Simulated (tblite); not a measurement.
Species: C7H12P (charge +1).
Cartesian coordinates in Å at the GFN2-xTB level; atoms count from 1:
```xyz
20
C7H12P angstrom
C      1.2342    2.7272    0.2735
C      0.9455    1.5604    0.3281
P      0.5717   -0.1397    0.3924
C      2.1013   -1.0725    0.4584
C      2.4311   -1.8355    1.4917
C     -0.4215   -0.6178   -1.0534
C     -1.6042    0.3233   -1.2989
C     -2.4796    0.4726   -0.0633
H      1.4751    3.7530    0.2326
H     -0.1022   -0.3629    1.5712
H      2.7434   -0.9608   -0.4077
H      1.7964   -1.9456    2.3574
H      3.3569   -2.3874    1.5069
H     -0.7658   -1.6430   -0.8775
H      0.2525   -0.6323   -1.9182
H     -1.2362    1.3036   -1.6084
H     -2.1934   -0.0849   -2.1213
H     -3.3674    1.0512   -0.3021
H     -2.8001   -0.4992    0.3075
H     -1.9431    1.0008    0.7281
```

Structure optimised with GFN2-xTB, isolated species.

Masses are those of the commonest isotopes; rigid-rotor values at the optimised geometry. The values belong to one conformer with, in the numbering `[CH:1]#[C:2][P@H+:3]([CH:4]=[CH2:5])[CH2:6][CH2:7][CH3:8]`, C2–P3–C4–C5 117°, C2–P3–C6–C7 -48°, P3–C6–C7–C8 -54°.

Question: What are A, B and C (cm⁻¹)?

Answer: Ia = 231.02, Ib = 428.12, Ic = 570.52 u·Å²; 505379 MHz·u·Å²/I gives 2188, 1180 and 885.8 MHz, that is A = 0.07297, B = 0.03938, C = 0.02955 cm⁻¹.

Question: Classify the top.

Answer: An asymmetric top: κ = (2 × 1180 − 2188 − 885.8)/(2188 − 885.8) = -0.55.

Question: What does the inertial defect say?

Answer: Not planar: Δ = Ic − Ia − Ib = -88.61 u·Å². For a rigid frame Δ = −2 Σ m c², so Σ m c² = 44.30 u·Å² lies off the ab plane: 17.62 from hydrogen and 26.69 from heavier atoms. The atom farthest from that plane is 1.87 Å away.

Question: Give the other two planar moments, Paa and Pbb, and the rms extents of the mass along the axes.

Answer: Paa = Σ m a² = (Ib + Ic − Ia)/2 = 383.81 and Pbb = Σ m b² = (Ia + Ic − Ib)/2 = 186.71 u·Å². With the mass M = 127.07 u, the rms extents √(P/M) along a, b and c are 1.74, 1.21, 0.59 Å.

Question: Where do the levels up to J = 2 lie, in cm⁻¹?

Answer: Above 0(0,0):
J = 1: 1(0,1) 0.0689, 1(1,1) 0.1025, 1(1,0) 0.1123
J = 2: 2(0,2) 0.2049, 2(1,2) 0.2305, 2(1,1) 0.2600, 2(2,1) 0.3608, 2(2,0) 0.3627

Its GFN2-xTB frequencies are all real (lowest 50 cm⁻¹). Zero-point vibration and centrifugal distortion are left out.

These are computed values.
